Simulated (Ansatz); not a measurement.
Q: Name a neutral molecule of B, C, O, S and H with size of the dipole moment (ωB97M-V/def2-TZVPP) between 1.75 and 2.05 D and vertical ionisation energy (CCSD(T)/CBS(def2)) between 10.65 and 10.95 eV (Ansatz, PBE0-D4/def2-TZVP geometry).

A: `BSC=O` (2.04 D, 10.71 eV). Other molecules can fit too; these were computed, each in one conformer that needn't be the lowest.
